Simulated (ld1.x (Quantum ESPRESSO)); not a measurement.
B: one change to a TM semilocal potential, before and after

```json
{
 "Element": "B (Z = 5)",
 "Generator": "ld1.x (Quantum ESPRESSO) 7.5",
 "Type": "norm-conserving Troullier–Martins (semilocal form)",
 "Functional": "PBEsol",
 "Relativity": "scalar-relativistic",
 "Frozen core": "[He]",
 "Valence charge": "3",
 "Reference configuration": "2s1.5 2p0 (charge +1.5)",
 "Partial waves": "2s (bound): rc 1.15 bohr; 2p (bound, empty): rc 3.25 bohr",
 "Local potential": "the p channel",
 "Core correction": "Bessel-smoothed model core, default radius (core density twice the valence density)"
}
```

Change: functional LDA (PZ).

Cutoffs: the cutoffs (Ry, on a coarse ladder) from which the occupation-weighted sum of valence levels, in a spherical-Bessel basis at the reference potential, stays within 10 and 1 mRy of its value at 400 Ry; they do not see the model core or the augmentation charge, which bear on the density cutoff. Errors are all-electron minus pseudo energies relative to the spin-unpolarised reference configuration.

**Question.** What does the change do?

**Answer.** The potential gets neither clearly harder nor softer (21 Ry and 60 Ry → 21 Ry and 60 Ry); the number of tests with a reliable result goes from 7 to 9; of the 7 tests that both files solve, the error grows in 2 and shrinks in 0 by more than 15 % and 0.3 meV (median size 111.9 → 121.1 meV); neither file shows a bound ghost. A semilocal file is local in each channel, so a ghost entry of none says nothing of the separable form that plane-wave codes build from it.

| quantity | base | changed |
| --- | --- | --- |
| cutoff, loose | 21 Ry | 21 Ry |
| cutoff, tight | 60 Ry | 60 Ry |
| bound ghosts | none | none |
| error for 2s2 2p1, meV [ΔE -19.28 → -19.49 eV] | +160 | +173 |
| error for 2s2 2p0, meV [ΔE -11.14 → -11.16 eV] | +4.1 | +4.6 |
| error for 2s1 2p0, meV [ΔE 14.12 → 14.15 eV] | +5.1 | +6.1 |
| error for 2s0 2p3, meV [ΔE -7.62 → -8.08 eV] | +398 | +466 |
| error for 2s1 2p1, meV [ΔE -5.01 → -5.20 eV] | +112 | +121 |
| error for 2s2 2p0.5, meV [ΔE -16.42 → -16.54 eV] | +91 | +96 |
| error for 2s1 2p2, meV [ΔE -13.46 → -13.80 eV] | +287 | +321 |
| s: phases at 3.57 bohr within 0.05 rad from the reference energy up to (Ry; the scan ends near 5) | 2.8 | 2.7 |
| p: phases at 3.57 bohr within 0.05 rad from the reference energy up to (Ry; the scan ends near 5) | -0.7 | -0.7 |
